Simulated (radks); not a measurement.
Valence configurations of neutral copper (all share [Ar]). All-electron calculation, scalar-relativistic Kohn-Sham, LDA (Slater exchange, Perdew-Wang correlation), spin-polarised, spherical densities, finite nucleus; open shells are filled with parallel spins first; Fermi nuclear charge, rms radius 3.8823 fm. Program: a radial shooting solver on a logarithmic mesh with Libxc functionals. Energies are relative to 3d10 4s1; eigenvalues in eV for spin up.

valence,E (eV),moment (Bohr magnetons),e(3d),e(4p),e(4s)
3d10 4s1,0.000,1,-5.336,-,-5.180
3d9.5 4s1.5,0.667,1,-7.634,-,-5.634
3d9 4s2,1.967,1,-10.258,-,-6.121
3d10 4s0.5 4p0.5,2.118,1,-6.390,-1.592,-5.895
3d10 4p1,4.307,1,-7.330,-2.045,-
3d9 4s1 4p1,6.130,3,-12.108,-2.609,-7.836
3d8 4s2 4p1,12.458,3,-18.355,-3.013,-8.916
3d8 4s1 4p2,16.830,5,-19.744,-3.968,-10.201

NIST lists [Ar] 3d10 4s1 as the ground configuration; this level of theory agrees among the configurations tried. The energies are those of spherical high-spin densities, not of single terms.
